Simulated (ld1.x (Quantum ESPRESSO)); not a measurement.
## O (Z = 8): excitation energies, all-electron against TM

| Property | Result |
| --- | --- |
| Element | oxygen |
| Generator | ld1.x (Quantum ESPRESSO) 7.5 |
| Type | norm-conserving Troullier–Martins (Kleinman–Bylander form) |
| Functional | PBE |
| Relativity | scalar-relativistic |
| Frozen core | [He] |
| Valence charge | 6 |
| Reference configuration | 2s2 2p4 |
| Partial waves | 2s (bound): rc 1.00 bohr; 2p (bound): rc 1.25 bohr; 3d channel at 0.4 Ry: rc 1.25 bohr |
| Local potential | the d channel |
| Core correction | Bessel-smoothed model core inside 0.55 bohr |

Energies are relative to the spin-unpolarised reference configuration 2s2 2p4; without spin polarisation the order of configurations can differ from experiment.

```tsv
valence configuration	charge	ΔE all-electron (eV)	error AE − PS (meV)
2s2 2p3	+1	16.431	+9.0
2s2 2p2	+2	50.017	+96
2s2 2p0	+4	180.791	+1441
2s0 2p6	0	29.937	+60
2s1 2p4	+1	31.659	-9.4
2s1 2p5	0	14.950	+15
```

(1) What are ΔE and the potential's error for 2s2 2p1?

Levels in the configuration 2s1 2p5:

```csv
level,all-electron (eV),pseudo (eV)
2s,-24.420,-24.405
2p,-9.451,-9.466
```

Results:

(1) ΔE = 103.886 eV all-electron; the error (AE − PS) is +446 meV.
